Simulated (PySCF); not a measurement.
Radial density of K (potassium, neutral)

PBEsol, [Ar] 4s1, 2S determinant. Calculation: PySCF 2.14, in def2-TZVPPD (6s5p3d, 36 functions); no relativity, point nucleus.

```
r (bohr)  4πr²ρ (e/bohr)  4πr²(ρα − ρβ)
 0.00115         0.07259         0.0000
 0.00194          0.1999         0.0000
 0.00327          0.5366         0.0001
 0.00549           1.397         0.0003
 0.00924           3.426         0.0007
  0.0155           7.642         0.0016
  0.0261           14.50         0.0028
  0.0440           21.14         0.0033
  0.0740           20.79         0.0009
   0.124           15.79        -0.0017
   0.209           20.48         0.0053
   0.352           19.99         0.0056
   0.592           6.556         0.0043
   0.996           6.569         0.0230
    1.67           4.016         0.0022
    2.82          0.5639         0.1472
    4.74          0.2297         0.2243
    7.97         0.05055         0.0505
    13.4       0.0005656         0.0006
```
